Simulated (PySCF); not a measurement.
C₃H₆ClGa.
Bonds: C1–C2 (double), C2–C3, C2–Ga4, Ga4–Cl5. Hydrogens: H6, H7 on C1; H8, H9, H10 on C3; H11 on Ga4.

Method used: PySCF 2.14.0, PBE0-D3(BJ)/def2-SVP geometry optimisation, gas phase.

Question: How far are the bound atoms from Ga4?

Answer: 3 atoms: H11 1.560 Å, C2 1.947 Å, Cl5 2.163 Å. The nearest atom not counted as bound is C1, at 2.81 Å.

Question: List the angles at Ga4.

Answer: 
```
      angle  degrees  distance of the outer atoms (Å)
 C2–Ga4–H11    128.4                             3.16
Cl5–Ga4–H11    116.5                             3.18
 C2–Ga4–Cl5    115.0                             3.47
```

Question: What is the shape at Ga4?

Answer: Planar: angles 128.4°, 116.5° and 115.0°, sum 360.0°, 0.01 Å off the plane of its three neighbours.

Question: What are the other bond lengths?

Answer: C1=C2 1.343 Å; C2–C3 1.498 Å; C1–H6 1.099 Å; C1–H7 1.096 Å; C3–H8, C3–H9, C3–H10 1.102 Å.

Question: Give some angles away from the centre.

Answer: C1–C2–C3 123.1°, C1–C2–Ga4 116.0°, C3–C2–Ga4 120.9°.

Question: What are the rotational constants (commonest isotopes, rigid rotor)?

Answer: A = 4666, B = 1664, C = 1237 MHz: an asymmetric top.

Point group: near Cs, missed by 0.22 Å at most; the miss may be what the optimiser left on a soft mode. Charge 0, singlet. Whether it is a minimum is left open (no frequencies).

On one thread, Arm Neoverse V1 (aarch64), no GPU (shared host), this took 98 s of wall time and 0.51 GiB of memory at its peak. These figures are those of the optimisation.

Conformer computed: `[CH2:1]=[C:2]([CH3:3])[GaH:4][Cl:5]`: C1–C2–Ga4–Cl5 175°.

One conformer stands for the species.
